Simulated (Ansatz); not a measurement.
The same path of BH5N2 + H2O (11 atoms, charge 0, multiplicity 1) was run twice with different band settings. Lost on the way: B1–N2, O9–H11. Made: B1–O9, N2–H11.

Method: RKS r2SCAN/def2-SVP in Ansatz.

Relaxed end points:

```xyz
11
Properties=species:S:1:pos:R:3
B 0.099 -0.286 0.123
N 0.073 -0.291 1.551
H -0.765 -0.555 2.053
H 0.911 -0.385 2.116
N 1.292 -0.227 -0.619
H 2.211 -0.130 -0.205
H 1.288 -0.101 -1.621
H -0.961 -0.326 -0.463
O -0.351 2.633 0.974
H -1.175 2.521 0.485
H -0.218 1.746 1.353
```

```xyz
11
Properties=species:S:1:pos:R:3
B -0.064 0.604 -0.621
N -0.252 -0.019 2.341
H -0.129 -0.446 3.261
H 0.533 -0.351 1.774
N 1.244 0.094 -0.720
H 1.453 -0.802 -1.139
H 2.061 0.644 -0.477
H -0.999 -0.065 -1.000
O -0.227 1.872 -0.117
H -1.158 2.094 -0.023
H -0.057 0.975 2.469
```

Common settings: spring 5.0 eV/Å²; optimiser quadratic models (default); start path through a guess of the saddle point; force threshold 0.05 eV/Å; iteration limit 60; end points relaxed.

| run | movable images | climbing image |
| --- | --- | --- |
| 1 | 7 | yes |
| 2 | 8 | no |

(1) What does each run give, and how far can it be trusted?

Results:

(1) Run 1: converged after 15 iterations, highest image 0.927 eV above the first end. A vibrational analysis at the climbing image gives one clearly imaginary mode, 1029i cm⁻¹: a first-order saddle point.
Run 2: converged after 51 iterations, highest image 0.574 eV above the first end. The profile has 2 maxima (images 2, 6) with wells between them (image 4): this band takes more than one step, which may be the mechanism or a detour left from its start path. No image climbed, so the highest image needn't sit at the top of the path.
The orbitals stay closed-shell, which can raise the energy where a bond breaks towards radicals; this wasn't checked here.
